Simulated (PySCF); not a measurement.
# Electronic structure of Si⁺ (silicon, charge +1) at the UHF level

Configuration: [Ne] 3s1 3p2, 3s spin antiparallel (an excited configuration). Calculation: PySCF 2.14, in aug-cc-pVQZ-DK (7s6p4d3f2g, 84 functions); scalar relativity by spin-free X2C-1e.

| Item | Value |
| --- | --- |
| Total energy | -288.859972 hartree |
| One-electron energy | -395.6014 hartree |
| Hartree (Coulomb) energy | 126.7661 hartree |
| Exchange energy | -20.0247 hartree |
| ⟨S²⟩ | 1.7500 |
| ⟨L²⟩ | 2.017 |
| Sum of ⟨r⟩ | 11.60 bohr |
| Sum of ⟨r²⟩ | 22.37 bohr² |
| Traceless quadrupole moment −½Σ⟨3z² − r²⟩ along its main axis | 2.70 e·bohr² |
| Langevin diamagnetic susceptibility | -17.7 ×10⁻⁶ cm³/mol |

```
shell  electrons  mean orbital energy (eV)  spread (eV)  rms radius, mean of both spins (bohr)
 1s β          1                   -1888.9            0                                  0.129
 1s α          1                   -1888.8            0                                  0.129
 2s β          1                   -179.94            0                                  0.613
 2s α          1                   -179.48            0                                  0.613
 2p α          3                   -127.63        0.356                                  0.598
 2p β          3                   -127.29        0.391                                  0.598
 3s β          1                   -22.951            0                                   2.19
 3p α          2                   -15.390            0                                   2.71
```

With the s spin flipped the determinant is a mixture of two multiplicities, not a spectroscopic state.

Densities and radii are taken from the X2C orbitals without a picture-change correction, which distorts them close to the nucleus.

Spin-orbit constants ζ (cm⁻¹) from the X2C one-electron operator on these orbitals: bare nucleus, nucleus screened by l(l+1)(2l+1)/3 electrons, and screened by the Breit-Pauli mean field of the electrons.

```tsv
shell	bare	screened nucleus	mean field
2p	3885	3330	3081
3p	200.7	172.0	156.2
```
